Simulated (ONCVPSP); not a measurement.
Ti: one change to an ONCV potential, before and after

- Element: Ti (Z = 22)
- Generator: ONCVPSP 4.0.1
- Type: optimised norm-conserving Vanderbilt (ONCV)
- Functional: PBEsol
- Relativity: scalar-relativistic
- Frozen core: [Ne]
- Valence charge: 12
- Reference configuration: 3s2 3p6 3d2 4s1.5 4p0.5
- Partial waves: 3s+4s: rc 1.95 bohr, ncon 4, nbas 8, qcut 7 1/bohr, 2 projectors; 3p+4p: rc 2.05 bohr, ncon 5, nbas 9, qcut 6.7 1/bohr, 2 projectors; 3d: rc 1.70 bohr, ncon 4, nbas 9, qcut 11.3 1/bohr, 2 projectors, debl 0.7 Ha
- Local potential: polynomial inside 1.30 bohr (lpopt 5, dvloc0 4 Ha)
- Core correction: none

Change: s: qcut 4.2.

Cutoffs: the cutoffs (Ha) at which the residual kinetic energy of the hardest occupied pseudo-wave falls to 1 and 0.1 mHa per electron; they do not see the model core or the augmentation charge, which bear on the density cutoff. Errors are all-electron minus pseudo energies relative to the spin-unpolarised reference configuration.

Task: Predict the effect on cutoff, ghosts and configuration errors.

Result: The potential gets neither clearly harder nor softer (38 Ha and 45 Ha → 38 Ha and 45 Ha); of the 4 tests that both files solve, the error grows in 1 and shrinks in 0 by more than 15 % and 0.3 meV (median size 0.7 → 0.8 meV); neither file shows a bound ghost.

| quantity | base | changed |
| --- | --- | --- |
| cutoff, loose | 38 Ha | 38 Ha |
| cutoff, tight | 45 Ha | 45 Ha |
| loose cutoff by channel | s 7.7 Ha, p 17 Ha, d 38 Ha | s 7.4 Ha, p 17 Ha, d 38 Ha |
| bound ghosts | none | none |
| GHOST(+) flags under 300 eV | none | none |
| error for 3s2 3p6 3d2 4s2 4p0, meV [ΔE -1.53 eV] | +0.1 | +0.1 |
| error for 3s2 3p6 3d2 4s1 4p0, meV [ΔE 5.83 eV] | -0.3 | -0.3 |
| error for 3s2 3p6 3d2 4s0 4p0, meV [ΔE 19.30 eV] | -1.1 | -1.3 |
| error for 3s2 3p5 3d2 4s2 4p0, meV [ΔE 43.94 eV] | +26 | +32 |
| s: phases at 1.97 bohr within 0.05 rad from the reference energy up to (Ha; the scan ends near 5) | 5.0 | 4.3 |
| p: phases at 2.08 bohr within 0.05 rad from the reference energy up to (Ha; the scan ends near 5) | to the end of the scan | to the end of the scan |
| d: phases at 1.73 bohr within 0.05 rad from the reference energy up to (Ha; the scan ends near 5) | to the end of the scan | to the end of the scan |
